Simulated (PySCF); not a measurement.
A structure optimised at PBE-D3(BJ)/def2-SVP, used in a PySCF frequency run:

```
Si
O 1 1.7119
H 2 0.9729 1 117.46
H 1 1.5088 2 110.13 3 45.61
C 1 1.8847 4 109.54 2 123.62
H 5 1.1086 1 110.89 4 -178.99
H 5 1.1097 6 108.32 1 -122.93
H 5 1.1102 6 108.12 7 -116.42
Si 1 2.3521 4 115.25 2 -104.64
O 9 1.6766 1 100.96 4 133.15
H 10 0.9839 9 108.43 1 -22.08
H 9 1.4975 10 108.12 11 -149.04
Cl 9 2.0975 12 106.36 10 120.90
```

Q: Write its SMILES and formula.

A: C[Si@@H](O)[Si@H](O)Cl, CH7ClO2Si2

Q: What are its rotational constants (standard atomic weights)?

A: 2.7527, 1.0318, 0.95075 GHz
